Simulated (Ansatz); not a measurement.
`B[SiH2]CS[SiH3]` + H–F → `B[SiH2]CF` + `[SiH3]S`  (substitution at a C–S bond)

Isolated molecules relaxed with PBE0-D4/def2-TZVP in Ansatz; ΔE leaves out vibrations. CCSD(T)/CBS is the MP2 limit (def2-TZVPP, def2-QZVPP) plus CCSD(T) − MP2 in def2-TZVPP, frozen cores. This one scheme is used for every species. DFT in def2-TZVPP. One conformer a species, not always the lowest.

`B[SiH2]CS[SiH3]`:

Cartesian coordinates in Å:
```
B 0.489 0.658 -2.853
Si 0.913 0.358 -0.911
C -0.001 -1.090 -0.119
S 0.418 -1.317 1.645
Si -0.931 0.050 2.555
H 1.115 1.467 -3.474
H -0.386 0.083 -3.434
H 2.376 0.145 -0.727
H 0.546 1.614 -0.191
H -1.084 -1.003 -0.239
H 0.289 -2.023 -0.610
H -0.643 1.467 2.213
H -2.325 -0.252 2.128
H -0.777 -0.156 4.016
```

H–F:

```xyz
2

F     0.196   -0.272   -0.315
H    -0.196    0.272    0.315
```

`B[SiH2]CF`:

```xyz
10

B    -1.448    0.258   -1.150
Si   -0.127   -0.698    0.028
C     1.154    0.475    0.792
F     2.051   -0.211    1.602
H    -2.303   -0.370   -1.702
H    -1.432    1.440   -1.334
H     0.581   -1.738   -0.772
H    -0.867   -1.390    1.123
H     1.726    0.991    0.012
H     0.665    1.244    1.401
```

`[SiH3]S`:

Cartesian coordinates in Å:
```
Si -0.018 -0.254 -0.462
S -0.791 0.725 1.273
H 0.832 0.656 -1.271
H -1.215 -0.653 -1.239
H 0.777 -1.457 -0.103
H 0.416 0.983 1.803
```

CCSD(T)/CBS gives +14.5 kcal/mol.

(1) Another level gave +10.1 kcal/mol. Which?
A. r2SCAN0-D4/def2-TZVPP
B. MP2/def2-TZVPP
C. ωB97X-V/def2-TZVPP
D. CAM-B3LYP/def2-TZVPP

(2) What do rigid-rotor, harmonic-oscillator terms from PBE0-D4/def2-TZVP frequencies (298.15 K, 1 bar) make of the CCSD(T)/CBS value? (Best estimate.)

Largest T1 diagnostic among the species: 0.012.

Answers

(1) C. ωB97X-V 10.1, MP2/def2-TZVPP 16.4, r2SCAN0-D4 12.0, CAM-B3LYP 7.0 kcal/mol.

(2) The calculation gave: ΔZPE = 0.0 kcal/mol, ΔH = +13.6 kcal/mol, ΔS = 19 J/(mol·K), ΔG = +12.3 kcal/mol. Modes under 50 cm⁻¹ make the entropy rough.

In def2-TZVPP, CCSD(T) changes the Hartree–Fock value by +7.6 kcal/mol (the triples alone add +1.2 kcal/mol) and MP2 by +11.0 kcal/mol. From BLYP to BHLYP (50 % exact exchange), in def2-TZVPP and without D4, ΔE moves by +1.8 kcal/mol.
